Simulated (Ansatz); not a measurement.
A structure relaxed at PBE0-D4/def2-TZVP, charge 0, multiplicity 1:

| atom | x (Å) | y (Å) | z (Å) |
| --- | --- | --- | --- |
| C1 | -1.912 | 0.630 | -0.613 |
| N2 | -0.595 | 0.113 | -0.992 |
| B3 | 0.403 | -0.419 | 0.286 |
| C4 | 1.722 | -0.935 | -0.485 |
| C5 | 0.629 | 0.843 | 1.263 |
| O6 | -0.353 | -1.514 | 0.854 |
| H7 | -2.539 | 0.829 | -1.484 |
| H8 | -2.393 | -0.114 | 0.021 |
| H9 | -1.782 | 1.548 | -0.043 |
| H10 | -0.082 | 0.794 | -1.544 |
| H11 | -0.702 | -0.716 | -1.571 |
| H12 | 2.452 | -1.302 | 0.243 |
| H13 | 2.230 | -0.159 | -1.070 |
| H14 | 1.513 | -1.776 | -1.158 |
| H15 | -0.279 | 1.172 | 1.786 |
| H16 | 1.353 | 0.575 | 2.039 |
| H17 | 1.042 | 1.722 | 0.755 |
| H18 | -0.708 | -1.290 | 1.713 |

Give its formula and SMILES.

C3H12BNO, `C[NH2+][B-](C)(C)O`.

Point group (tolerance 0.08 Å, 0.16 Å for H)?

C1.

Summarise the bond lengths by kind.

1 × C–N 1.465 Å; 9 × C–H 1.089 to 1.098 Å; 1 × B–N 1.706 Å; 2 × H–N 1.015 to 1.016 Å; 2 × B–C 1.612 to 1.613 Å; 1 × B–O 1.447 Å; 1 × H–O 0.957 Å.

Computed with Ansatz.
